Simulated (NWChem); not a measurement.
Molecule: Si₂H₃, doublet; SMILES [Si][SiH3]

```xyz
5

Si    -0.0102    -1.3578     0.0000
Si    -0.0100     1.0239     0.0000
H     -0.5944     1.6835     1.2134
H      1.4711     1.3072     0.0000
H     -0.5944     1.6835    -1.2134
```
Atoms are numbered in this order, from 1.

Computed with NWChem. Spin-unrestricted. In the optimisation the excess spin sits in a" (Cs, its own frame). Geometry: optimised at PBE0/def2-SVP, spin-unrestricted. No stability test was run on the SCF state.

Problem. Order these by “highest occupied level (eV)”, lowest first: HCTH/407/def2-SVP; B3PW91/def2-SVP; OLYP/def2-SVP; B3LYP/def2-SVP; N12/def2-SVP.

Solution. B3PW91/def2-SVP (-5.56), B3LYP/def2-SVP (-5.38), HCTH/407/def2-SVP (-4.83), OLYP/def2-SVP (-4.46), N12/def2-SVP (-4.31)
